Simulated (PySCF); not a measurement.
Telling isomers of C₇H₁₁ClO apart by NMR

[PySCF 2.14: GIAO PBE0/pcSseg-1 shieldings; structure optimised with GFN2-xTB; averaged over atoms made equivalent by symmetry, fast rotation or ring inversion; non-relativistic; a single conformation; in vacuum]

δ = σ(ref) − σ, references computed at the same level: TMS for 1H (σref 31.72) and 13C (σref 186.93). Where no couplings were computed, multiplicities follow the n + 1 count of equivalent neighbours, and m marks all less simple cases (inequivalent or close neighbours, rings, F or P nearby). Shifts are as computed. Against solution values, carbons near 30 ppm lie about +3 ppm off and those near 130 ppm about +5 ppm; carbons on Cl a further +6 ppm. Of 1211 compounds with measured shifts, 218 miss one by over three times the rms of a fit or turn the order of signals round; such compounds aren't used in these exercises. Carbons bonded to Cl come out too deshielded.

(1) Tabulate the signals of `C[C@@H]1C[C@@]12COC[C@@H]2Cl`, `O=C(Cl)C1CCCCC1`, `C/C=C(\C(=O)Cl)C(C)C` and their relative energies.

(2) What is the quickest way to tell O=C(Cl)C1CCCCC1 from C/C=C(\C(=O)Cl)C(C)C?

(3) What is the quickest way to tell C[C@@H]1C[C@@]12COC[C@@H]2Cl from C/C=C(\C(=O)Cl)C(C)C?

(4) What is the quickest way to tell C[C@@H]1C[C@@]12COC[C@@H]2Cl from O=C(Cl)C1CCCCC1?

Results:

(1) 
```tsv
SMILES	carbon types	δC	δH	E rel. (kcal/mol)
C[C@@H]1C[C@@]12COC[C@@H]2Cl	1×C 2×CH 3×CH2 1×CH3	82.2, 81.1, 63.4, 34.5, 25.8, 19.2, 17.0	4.72 (m, 1H), 4.11 (m, 1H), 4.09 (m, 1H), 3.93 (m, 1H), 3.78 (m, 1H), 1.18 (d, 3H), 1.00 (m, 1H), 0.80 (m, 1H), 0.55 (m, 1H)	38.0
O=C(Cl)C1CCCCC1	1×C 1×CH 5×CH2	187.9, 53.7, 32.8, 30.2, 26.0	2.89 (m, 1H), 2.43 (m, 2H), 1.78 (m, 1H), 1.56 (m, 2H), 1.56 (m, 2H), 1.43 (m, 2H), 1.14 (m, 1H)	0.0
C/C=C(\C(=O)Cl)C(C)C	2×C 2×CH 3×CH3	181.4, 154.3, 139.2, 43.6, 23.7, 20.4	6.08 (q, 1H), 2.36 (sept, 1H), 2.12 (d, 3H), 1.22 (d, 6H)	22.8
```

Energies are electronic energies at PBE0/pcSseg-1 on these geometries, without zero-point or thermal terms, each for the one conformer computed, which needn't be the lowest.

(2) Count the carbon signals: 5 against 6. The first has an sp3 CH2 in a ring at 32.8 ppm, the second a β carbon of a C=C–C=O unit (CH) at 139.2 ppm. Their most deshielded carbons lie at 187.9 and 181.4 ppm. In the proton spectra the most deshielded non-exchanging signals are 2.89 (m, 1H) and 6.08 (q, 1H).

(3) Count the carbon signals: 7 against 6. The first has an sp3 CH2 bonded to O at 82.2 ppm, the second a carbonyl carbon (C) at 181.4 ppm. In the proton spectra the most deshielded non-exchanging signals are 4.72 (m, 1H) and 6.08 (q, 1H).

(4) Count the carbon signals: 7 against 5. The first has a three-membered-ring carbon (C) at 34.5 ppm, the second a carbonyl carbon (C) at 187.9 ppm. Their most deshielded carbons lie at 82.2 and 187.9 ppm. In the proton spectra the most deshielded non-exchanging signals are 4.72 (m, 1H) and 2.89 (m, 1H).
